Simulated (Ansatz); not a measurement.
A nudged elastic band was laid between two geometries of AlCl₂F₂H₄O₂Ta (12 atoms, charge 0, multiplicity 1).

Method: RHF/def2-SVP in Ansatz 0.2.0.

```json
{
 "movable images": "7",
 "climbing image": "yes",
 "spring": "5.0 eV/Å²",
 "optimiser": "quadratic models (default)",
 "start path": "through a guess of the saddle point",
 "force threshold": "0.05 eV/Å",
 "iteration limit": "60",
 "end points": "relaxed"
}
```

Initial state:

```xyz
12
Properties=species:S:1:pos:R:3
Ta 0.181 0.118 0.078
F 1.580 -1.125 -0.102
F 0.641 0.439 1.848
Cl 0.203 0.138 -2.508
Cl -1.375 1.913 0.043
O -1.117 -1.170 0.204
H -1.827 -1.790 0.164
O 1.645 1.539 -0.512
Al 1.934 1.744 -2.338
H 3.284 1.087 -2.798
H 1.408 3.131 -2.850
H 2.072 2.083 0.140
```

Final state:

```xyz
12
Properties=species:S:1:pos:R:3
Ta -0.126 0.783 0.221
F 1.986 -0.570 -0.001
F 0.344 0.840 2.013
Cl -0.176 0.452 -2.517
Cl -2.062 2.020 0.322
O -0.712 -0.989 0.135
H -0.689 -1.810 -0.332
O 1.121 1.904 -0.485
Al 1.703 1.809 -2.190
H 2.938 0.788 -2.128
H 1.703 3.096 -3.082
H 2.601 -0.216 -0.586
```

(1) Which bonds break or form, and what moves?

(2) What energy profile does the band end with?

(3) What is the geometry of the highest image?

The band took 23 iterations and roughly 28 core-minutes.

## Answers

(1) Bonds broken: O8–H12. Bonds formed: F2–H12.

(2) The run converged. The highest image is number 4 of 0 to 8, 1.60 eV above the first end and 0.56 eV above the last; the last end lies 1.04 eV above the first. Neighbouring images differ by up to 1.2 eV, so the band resolves the path poorly. A vibrational analysis at the climbing image gives one clearly imaginary mode, 1398i cm⁻¹: a first-order saddle point. The orbitals stay closed-shell, which can raise the energy where a bond breaks towards radicals; this wasn't checked here.

```json
{"image": "0", "path coordinate (Å)": "0.00", "energy (eV)": "0.00", "O8–H12 (Å)": "0.95", "F2–H12 (Å)": "3.25"}
{"image": "1", "path coordinate (Å)": "0.71", "energy (eV)": "0.02", "O8–H12 (Å)": "0.95", "F2–H12 (Å)": "2.84"}
{"image": "2", "path coordinate (Å)": "1.41", "energy (eV)": "0.10", "O8–H12 (Å)": "0.95", "F2–H12 (Å)": "2.38"}
{"image": "3", "path coordinate (Å)": "2.12", "energy (eV)": "0.37", "O8–H12 (Å)": "0.96", "F2–H12 (Å)": "1.89"}
{"image": "4", "path coordinate (Å)": "2.83", "energy (eV)": "1.60", "O8–H12 (Å)": "1.25", "F2–H12 (Å)": "1.11"}
{"image": "5", "path coordinate (Å)": "3.40", "energy (eV)": "1.16", "O8–H12 (Å)": "1.88", "F2–H12 (Å)": "0.92"}
{"image": "6", "path coordinate (Å)": "3.98", "energy (eV)": "1.06", "O8–H12 (Å)": "2.40", "F2–H12 (Å)": "0.91"}
{"image": "7", "path coordinate (Å)": "4.55", "energy (eV)": "1.05", "O8–H12 (Å)": "2.56", "F2–H12 (Å)": "0.91"}
{"image": "8", "path coordinate (Å)": "5.13", "energy (eV)": "1.04", "O8–H12 (Å)": "2.59", "F2–H12 (Å)": "0.92"}
```

(3) 
```xyz
12
Properties=species:S:1:pos:R:3
Ta -0.022 0.577 0.101
F 1.776 -0.655 0.295
F 0.193 0.837 1.922
Cl -0.032 0.345 -2.513
Cl -1.633 2.216 -0.061
O -0.936 -1.026 0.120
H -0.970 -1.936 -0.138
O 1.641 1.393 -0.495
Al 1.895 1.785 -2.270
H 3.137 1.015 -2.846
H 1.448 3.237 -2.659
H 2.133 0.319 -0.087
```

The run took 7.5 min on 4 threads of Arm Neoverse V1, with other jobs on the host, peak memory 0.56 GiB.
